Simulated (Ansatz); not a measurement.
Ansatz results at the PBE0-D4/def2-TZVP geometry: LUMO energy (PBE0/def2-TZVPP) -0.31 eV; HOMO energy (ωB97M-V/def2-TZVPP) -10.39 eV; LUMO energy (B3LYP/def2-TZVPP) -0.62 eV.

Each molecule was computed in one conformer, which needn't be the lowest.

Task: Which molecule gave them?
A. `F[C@@H]1[C@@H](F)C(F)(F)C(F)(F)[C@H]1F`
B. `FCC(F)C(F)F`
C. `FC(F)=CC(F)(F)F`
D. `FC(F)=C(F)C(F)F`

Result: D. The others give `FC(F)=CC(F)(F)F`: -0.42, -10.85, -0.72; `FCC(F)C(F)F`: 1.26, -12.05, 0.92; `F[C@@H]1[C@@H](F)C(F)(F)C(F)(F)[C@H]1F`: -0.19, -12.08, -0.46.

B3LYP here is the variant with VWN-RPA as its local correlation; programs differ in this.
